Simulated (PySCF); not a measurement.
Species: trans-1,2-dimethylcyclohexane, C₈H₁₆.
SMILES with atom numbers: `[CH3:1][C@@H:2]1[CH2:3][CH2:4][CH2:5][CH2:6][C@H:7]1[CH3:8]` (hydrogens: H9, H10, H11 on C1; H12 on C2; H13, H14 on C3; H15, H16 on C4; H17, H18 on C5; H19, H20 on C6; H21 on C7; H22, H23, H24 on C8)

The same species was optimised twice, with GFN2-xTB and with PBE0-D3(BJ)/def2-SVP (PySCF), and the same property calculations (PySCF, gas phase) were run on both structures.

```csv
coordinate,GFN2-xTB,PBE0-D3(BJ)/def2-SVP,change
C7–C8 (Å),1.528,1.523,-0.005
C1–C2 (Å),1.528,1.523,-0.005
C2–C7 (Å),1.537,1.539,+0.002
C5–C6 (Å),1.524,1.522,-0.002
C3–C4 (Å),1.524,1.522,-0.002
C4–C5 (Å),1.524,1.523,-0.001
C6–C7 (Å),1.531,1.531,0.000
C2–C3 (Å),1.531,1.531,0.000
C2–C3–C4 (°),111.6,112.8,+1.2
C5–C6–C7 (°),111.6,112.8,+1.2
C2–C7–C6 (°),109.7,110.7,+1.0
C3–C2–C7 (°),109.7,110.7,+1.0
C1–C2–C3 (°),109.6,110.6,+1.0
C6–C7–C8 (°),109.6,110.6,+1.0
C4–C5–C6 (°),110.1,111.0,+0.9
C3–C4–C5 (°),110.1,111.0,+0.9
```

Rotational constants: A = 2656, B = 1922, C = 1218 MHz (GFN2-xTB) against A = 2635, B = 1905, C = 1205 MHz (PBE0-D3(BJ)/def2-SVP). Point groups within 0.08 Å: C2 and C2.

On the GFN2-xTB structure: HOMO (eV) -8.14 [PBE0/pcSseg-1]; LUMO (eV) 1.63 [PBE0/pcSseg-1]; dipole (D) 0.05 [PBE0/pcSseg-1]; GIAO shielding of C1/C8 (mean) (ppm) 164.2 [PBE0/pcSseg-1]; GIAO shielding of C2/C7 (mean) (ppm) 144.0 [PBE0/pcSseg-1]; GIAO shielding of C3/C6 (mean) (ppm) 147.2 [PBE0/pcSseg-1]; GIAO shielding of C4/C5 (mean) (ppm) 155.7 [PBE0/pcSseg-1].

Task: What do these properties become on the PBE0-D3(BJ)/def2-SVP structure?

Result: 
```csv
property,level,on GFN2-xTB,on PBE0-D3(BJ)/def2-SVP,change
HOMO (eV),PBE0/pcSseg-1,-8.14,-8.24,-0.10
LUMO (eV),PBE0/pcSseg-1,1.63,1.57,-0.06
dipole (D),PBE0/pcSseg-1,0.05,0.05,0.00
"energy, GFN2-xTB geometry as zero (kcal/mol)",PBE0/pcSseg-1,0.0,-0.9,-0.9
GIAO shielding of C1/C8 (mean) (ppm),PBE0/pcSseg-1,164.2,162.5,-1.7
GIAO shielding of C2/C7 (mean) (ppm),PBE0/pcSseg-1,144.0,143.9,-0.1
GIAO shielding of C3/C6 (mean) (ppm),PBE0/pcSseg-1,147.2,146.8,-0.4
GIAO shielding of C4/C5 (mean) (ppm),PBE0/pcSseg-1,155.7,155.2,-0.5
```

The heavy atoms differ by 0.016 Å rms after alignment. Among bonds between heavy atoms C1–C2 and C7–C8 change most and about equally (-0.005 Å). Changes are differences of the printed values. Neither structure is proved a minimum here.
